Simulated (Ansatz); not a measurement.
Steps of a relaxation of `[BH2][SnH2][BH]F` with RKS PBE0-D4/def2-TZVP.

```sh
$ ansatz run in.yaml --threads 2 --pin off --events-out ev --progress --plain --max-ram 4352MiB
```

```yaml
crystal:
  periodic: [false, false, false]
  atoms:
    - {symbol: B, position_ang: [-0.987307, 1.649117, 0.015735]}
    - {symbol: Sn, position_ang: [0.700426, 0.221048, -0.383304]}
    - {symbol: B, position_ang: [0.163014, -1.843446, 0.457315]}
    - {symbol: F, position_ang: [-0.481151, -2.715708, -0.306071]}
    - {symbol: H, position_ang: [-1.875220, 1.797545, -0.800507]}
    - {symbol: H, position_ang: [-1.053128, 2.240577, 1.075254]}
    - {symbol: H, position_ang: [2.161106, 0.724543, 0.402527]}
    - {symbol: H, position_ang: [1.029359, 0.066603, -2.078156]}
    - {symbol: H, position_ang: [0.431302, -2.186580, 1.600105]}
basis:
  gaussian: {orbitals: def2-TZVP}
hamiltonian: {xc: pbe0, dispersion: d4}
relax: {f_tol: 0.005, max_steps: 150}
```

Positions (Å) and forces (eV/Å) along the path, 9 of 9 steps:

```xyz
9
step=1 energy=-9978.8442 eV
B    -0.987    1.649    0.016   -0.274    0.201    0.078
Sn    0.700    0.221   -0.383    0.154   -0.055   -0.095
B     0.163   -1.843    0.457   -0.047   -0.205    0.119
F    -0.481   -2.716   -0.306    0.221    0.276    0.291
H    -1.875    1.798   -0.801    0.349   -0.040    0.340
H    -1.053    2.241    1.075    0.004   -0.218   -0.432
H     2.161    0.725    0.403   -0.232   -0.070   -0.140
H     1.029    0.067   -2.078   -0.041    0.043    0.284
H     0.431   -2.187    1.600   -0.133    0.068   -0.445
9
step=2 energy=-9978.8655 eV
B    -0.979    1.636    0.017   -0.143    0.107    0.025
Sn    0.692    0.209   -0.383   -0.095    0.026    0.084
B     0.167   -1.829    0.463   -0.036   -0.175    0.036
F    -0.472   -2.696   -0.301    0.047    0.053    0.089
H    -1.854    1.791   -0.789    0.093   -0.012    0.089
H    -1.048    2.228    1.058    0.012   -0.069   -0.114
H     2.127    0.717    0.372    0.156    0.065    0.106
H     1.032    0.081   -2.041    0.005   -0.035   -0.189
H     0.424   -2.183    1.588   -0.039    0.040   -0.126
9
step=3 energy=-9978.8694 eV
B    -0.981    1.637    0.015   -0.025    0.013    0.015
Sn    0.701    0.214   -0.378   -0.016   -0.029   -0.007
B     0.176   -1.838    0.454   -0.127   -0.023    0.037
F    -0.489   -2.699   -0.293    0.071    0.050    0.016
H    -1.852    1.793   -0.787    0.014   -0.009   -0.003
H    -1.050    2.225    1.052    0.006   -0.003   -0.002
H     2.137    0.732    0.393    0.023    0.010    0.000
H     1.021    0.072   -2.051    0.021    0.010   -0.036
H     0.427   -2.182    1.578    0.033   -0.018   -0.020
9
step=4 energy=-9978.8687 eV rejected
B    -0.981    1.643    0.018    0.030    0.015   -0.005
Sn    0.696    0.215   -0.378   -0.035   -0.002   -0.018
B     0.155   -1.833    0.463    0.077   -0.128   -0.109
F    -0.452   -2.719   -0.305    0.020    0.123    0.077
H    -1.851    1.800   -0.784   -0.016   -0.007   -0.013
H    -1.046    2.232    1.054   -0.006    0.003    0.019
H     2.140    0.731    0.389   -0.031   -0.023   -0.022
H     1.012    0.068   -2.056    0.006    0.003    0.042
H     0.415   -2.183    1.583   -0.046    0.016    0.028
9
step=5 energy=-9978.8704 eV
B    -0.982    1.640    0.017   -0.010    0.020    0.005
Sn    0.697    0.213   -0.379   -0.017   -0.003   -0.003
B     0.165   -1.835    0.461   -0.028   -0.082   -0.048
F    -0.470   -2.706   -0.300    0.048    0.078    0.064
H    -1.853    1.796   -0.786    0.010   -0.006    0.006
H    -1.049    2.229    1.054    0.001   -0.009   -0.009
H     2.138    0.729    0.387    0.005    0.001    0.001
H     1.020    0.072   -2.053    0.004    0.000   -0.003
H     0.421   -2.183    1.583   -0.013    0.002   -0.013
9
step=6 energy=-9978.8705 eV
B    -0.982    1.639    0.017   -0.002    0.010    0.003
Sn    0.697    0.213   -0.379   -0.012   -0.003   -0.003
B     0.167   -1.835    0.460   -0.032   -0.053   -0.039
F    -0.472   -2.704   -0.299    0.038    0.054    0.044
H    -1.852    1.795   -0.786    0.001   -0.004   -0.003
H    -1.049    2.228    1.054    0.001   -0.002    0.002
H     2.138    0.729    0.387    0.006    0.002    0.001
H     1.021    0.072   -2.053    0.004    0.000   -0.005
H     0.421   -2.184    1.582   -0.003   -0.003   -0.001
9
step=7 energy=-9978.8706 eV
B    -0.982    1.640    0.017    0.004    0.002    0.001
Sn    0.697    0.213   -0.379   -0.003   -0.001   -0.001
B     0.167   -1.836    0.461   -0.021   -0.017   -0.024
F    -0.473   -2.702   -0.299    0.018    0.021    0.019
H    -1.852    1.794   -0.786   -0.004   -0.002   -0.007
H    -1.049    2.227    1.054    0.001    0.001    0.007
H     2.138    0.730    0.386    0.003    0.002    0.000
H     1.022    0.072   -2.053    0.001   -0.001   -0.002
H     0.421   -2.185    1.582    0.002   -0.005    0.007
9
step=8 energy=-9978.8706 eV
B    -0.982    1.640    0.017    0.003    0.001    0.000
Sn    0.696    0.213   -0.379    0.000    0.000    0.001
B     0.167   -1.836    0.461   -0.006   -0.002   -0.009
F    -0.472   -2.702   -0.299    0.004    0.003    0.004
H    -1.852    1.794   -0.786   -0.002   -0.001   -0.004
H    -1.049    2.228    1.054    0.000    0.000    0.004
H     2.138    0.730    0.386    0.000    0.001    0.000
H     1.022    0.072   -2.053   -0.001   -0.001    0.000
H     0.420   -2.185    1.582    0.002   -0.002    0.005
9
step=9 energy=-9978.8706 eV
B    -0.982    1.640    0.017    0.001    0.001    0.000
Sn    0.696    0.213   -0.379    0.000    0.000    0.001
B     0.167   -1.836    0.461    0.000    0.000   -0.001
F    -0.472   -2.702   -0.299    0.000   -0.001   -0.001
H    -1.852    1.795   -0.786    0.000    0.000   -0.001
H    -1.049    2.228    1.054    0.000   -0.001    0.001
H     2.138    0.730    0.386    0.000    0.000    0.000
H     1.022    0.072   -2.053   -0.001   -0.001    0.000
H     0.420   -2.186    1.583    0.000    0.000    0.001
```

It took 32 s on 2 threads of an Arm Neoverse V2 on a shared host, with 0.39 GiB of host memory at the peak.
